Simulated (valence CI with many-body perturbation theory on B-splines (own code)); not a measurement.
**Ga: input, log and results**

Method: valence CI with perturbative core correlation (CI+MBPT): three valence electrons over a frozen Dirac-Fock core [Ar] 3d10, a basis of 11 s, 11 p, 9 d, 7 f, 5 g, 2 h, 1 i functions for each j, with the one-electron correlation potential Σ1 (screened to all orders), the two-electron term Σ2, the three-electron term Σ3, Breit, model QED; selected single and double excitations, second order for the rest (own B-spline code, finite nucleus).

Command, and the settings that its task file holds:

```sh
python run_cv.py task.json out
```

```
atom Ga  Z=31  mass_number=69  rms_radius_fm=3.9973
core [Ar] 3d10
valence 4s2 4p1
avg = 1
basis = L
breit = 1
cap = 40000
capref = 1200
cscale = 1
de = 0.0
dress = 0
eps = 2e-08
h = 0.27
hh = 1
l2 = 3
lcore = 6
maxit = 60
n2 = 5
natural = 1
nlev = 60
nno = [7, 7, 6, 5, 4, 2, 1]
nroot = 26
nsp = [4, 4, 3, 2, 1, 0, 0]
pt2 = 1
qed = 1
rpa = 1
s1 = 1
s2 = 1
s3 = 1
screen = 1
tol = 2e-05
whole = 1
```

Problem. Roughly how long does this run take on one core of Intel(R) Xeon(R) Processor @ 2.30GHz, and how much memory?

Solution. 86 s on 1 thread of Intel(R) Xeon(R) Processor @ 2.30GHz, with other jobs on the host, peak memory 0.58 GiB.

Log. The first blocks belong to the next ion, which gives the ionisation energy. Fields: 2J, parity (1 odd), roots, reference size, generating configurations, candidates as configurations/state functions, variational space P, stored matrix elements, Davidson steps; e2 is the range of second-order energies in hartree. The first line gives the box (bohr), its intervals, the orbitals and the steps of their self-consistent field. Window is the range of levels sought, series limit the energy at which the first omitted orbital would enter, core excitation an estimate of the first excitation out of the core, left out the lowest levels not solved, and shifts from estimates the range by which levels moved from their first estimate, all in cm⁻¹.

```
rmax 73.4 intervals 70 orbitals 81 references ['4s2 4p'] scf 11 t 1.7
2J=0 par=0 roots 2 ref 18 generators 7 cand 293/293 P 311/311 nnz 0 it 0
2J=0 par=0 roots 2 ref 18 generators 42 cand 31/31 P 342/342 nnz 0 it 0
   second order: generators 73 cand 40/40 e2 -0.00000 -0.00000
reference levels 23, estimated 23, window 43374 1/cm; series limit 43374, core excitation 187216
2J=1 par=1 roots 4 ref 4 generators 53 cand 1049/1534 P 3898/5812 nnz 3e+06 it 5
2J=1 par=1 roots 4 ref 4 generators 94 cand 1909/2894 P 5807/8706 nnz 5.9e+06 it 7
   second order: generators 212 cand 20314/30910 e2 -0.00008 -0.00001
2J=3 par=1 roots 4 ref 4 generators 50 cand 1727/3614 P 3473/7027 nnz 4.8e+06 it 7
2J=3 par=1 roots 4 ref 4 generators 92 cand 2020/4350 P 5493/11377 nnz 1.1e+07 it 7
   second order: generators 207 cand 27684/59318 e2 -0.00012 -0.00001
2J=1 par=0 roots 3 ref 3 generators 43 cand 1260/1898 P 2695/3905 nnz 1.7e+06 it 5
2J=1 par=0 roots 3 ref 3 generators 88 cand 1625/2434 P 4320/6339 nnz 3.6e+06 it 8
   second order: generators 178 cand 20296/30635 e2 -0.00005 -0.00001
2J=3 par=0 roots 3 ref 3 generators 43 cand 1711/3550 P 3534/7822 nnz 5.9e+06 it 7
2J=3 par=0 roots 3 ref 3 generators 89 cand 2094/4448 P 5628/12270 nnz 1.3e+07 it 8
   second order: generators 176 cand 29057/62860 e2 -0.00007 -0.00004
2J=5 par=0 roots 3 ref 3 generators 40 cand 1780/3828 P 3363/7869 nnz 6.1e+06 it 6
2J=5 par=0 roots 3 ref 3 generators 92 cand 1975/4558 P 5338/12427 nnz 1.3e+07 it 7
   second order: generators 175 cand 31332/77945 e2 -0.00007 -0.00004
2J=7 par=1 roots 2 ref 2 generators 26 cand 303/760 P 1667/4893 nnz 3.3e+06 it 4
2J=7 par=1 roots 2 ref 2 generators 43 cand 436/1276 P 2103/6169 nnz 4.8e+06 it 5
   second order: generators 86 cand 29434/72657 e2 -0.00002 -0.00002
2J=5 par=1 roots 2 ref 2 generators 26 cand 312/782 P 1687/4856 nnz 3.2e+06 it 4
2J=5 par=1 roots 2 ref 2 generators 43 cand 402/1127 P 2089/5983 nnz 4.5e+06 it 5
   second order: generators 86 cand 30263/70152 e2 -0.00002 -0.00002
2J=7 par=0 roots 1 ref 1 generators 13 cand 113/306 P 822/2582 nnz 1.7e+06 it 4
2J=7 par=0 roots 1 ref 1 generators 21 cand 141/478 P 963/3060 nnz 2.3e+06 it 5
   second order: generators 41 cand 27528/63734 e2 -0.00001 -0.00001
2J=9 par=0 roots 1 ref 1 generators 13 cand 119/314 P 827/2621 nnz 1.7e+06 it 4
2J=9 par=0 roots 1 ref 1 generators 21 cand 142/471 P 969/3092 nnz 2.3e+06 it 5
   second order: generators 41 cand 24343/55660 e2 -0.00001 -0.00001
left out: unestimated none, estimated none, shifts from estimates -773 to 333
operators 3.7
```

The Davidson iterations converged.

Against 7 measured levels this calculation errs by 131 cm⁻¹ on average and by 203 at most. These come from a selection out of the NIST Handbook of Basic Atomic Spectroscopic Data. Levels without a partner in it may be off by more.

```
Valence energy                            : -2.093219 hartree
Ionisation energy                         : 5.9779 eV (NIST: 5.9993 eV (measured))
Reference configurations for the orbitals : 4s2 4p
Radial orbitals                           : 81
Box radius                                : 73.39 bohr
Largest variational space                 : 12427
Lowest levels                             : 4s2 4p 2P°_1/2 0.0, 4s2 4p 2P°_3/2 814, 4s2 5s 2S_1/2 24730, 4s2 5p 2P°_1/2 32912, 4s2 5p 2P°_3/2 33022, 4s2 4d 2D_3/2 34579, 4s2 4d 2D_5/2 34585, 4s2 6s 2S_1/2 37406, 4s 4p2 4P_1/2 37498, 4s 4p2 4P_3/2 37860, 4s 4p2 4P_5/2 38425, 4s2 6p 2P°_1/2 40180, 4s2 6p 2P°_3/2 40220, 4s2 5d 2D_3/2 40610 cm⁻¹
```
